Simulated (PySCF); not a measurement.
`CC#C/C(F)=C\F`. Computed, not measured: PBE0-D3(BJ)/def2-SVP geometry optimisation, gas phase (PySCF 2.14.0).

```
atom  x, y, z in Å
C1     2.4641    0.0134   -0.0062
C2     1.0234    0.1236   -0.1213
C3    -0.1836    0.2168   -0.2199
C4    -1.5901    0.3318   -0.3412
F5    -2.0447    1.2219   -1.2319
C6    -2.4953   -0.3702    0.3551
F7    -2.1292   -1.2690    1.2537
H8     2.9615    0.6351   -0.7665
H9     2.7942   -1.0274   -0.1504
H10    2.8109    0.3467    0.9845
H11   -3.5731   -0.2469    0.2267
```

Task: Which two atoms are farthest apart?

Result: H8···H11, 6.67 Å; the next longest distance is 6.46 Å.

Task: Where is the centre of mass (commonest isotopes), and what is the radius of gyration?

Result: Mass 102.028 u; centre at (-0.820, 0.025, -0.032) Å; Rg = √(Σ m r²/M) = 2.108 Å. As Ia + Ib + Ic = 2 Σ m r², the three principal moments sum to 907.2 u·Å².

Task: Give the dihedral angles F5–C4–C6–H11, F5–C4–C6–F7, C3–C4–C6–F7, C3–C4–C6–H11.

Result: F5–C4–C6–H11 0° (synperiplanar); F5–C4–C6–F7 180° (antiperiplanar); C3–C4–C6–F7 0° (synperiplanar); C3–C4–C6–H11 180° (antiperiplanar). Dihedral signs follow IUPAC: positive where, seen along the central bond, the front bond turns clockwise onto the rear one.

Task: What is the repulsion energy of the bare nuclei, Σ ZA·ZB/RAB?

Result: 259.37 Eh over 55 pairs, with full nuclear charges and distances in bohr; the largest single term is 21.61 Eh (C6 with F7).

Task: What are the angles H8–C1–H10, C2–C1–H9, C2–C1–H10, C2–C3–C4, F5–C4–C6, C3–C4–F5, F7–C6–H11, C4–C6–F7?

Result: From the scalar product of the two bond vectors; for H8–C1–H10 it is -0.3735 Å² over 1.1009 × 1.1013 Å², cos θ = -0.3081. H8–C1–H10 107.9°; C2–C1–H9 111.1°; C2–C1–H10 111.2°; C2–C3–C4 179.6°; F5–C4–C6 117.7°; C3–C4–F5 116.6°; F7–C6–H11 115.4°; C4–C6–F7 121.5°.

Task: How far are the heavy atoms from their best plane (unweighted least squares)?

Result: 0.000 Å rms; none is more than 0.001 Å off.

Task: Write the matrix of distances between heavy atoms (Å, lower triangle).

Result: 
```
C1    0.000
C2    1.449  0.000
C3    2.664  1.215  0.000
C4    4.080  2.631  1.416  0.000
F5    4.826  3.443  2.345  1.339  0.000
C6    4.987  3.585  2.453  1.341  2.293  0.000
F7    4.933  3.711  2.857  2.323  3.520  1.323  0.000
```

No frequency check.

On one thread of an Arm Neoverse V1, shared host with 32 logical CPUs at a one-minute load of 27, this took 45 s and 0.47 GiB of memory at its peak. This is the geometry optimisation.
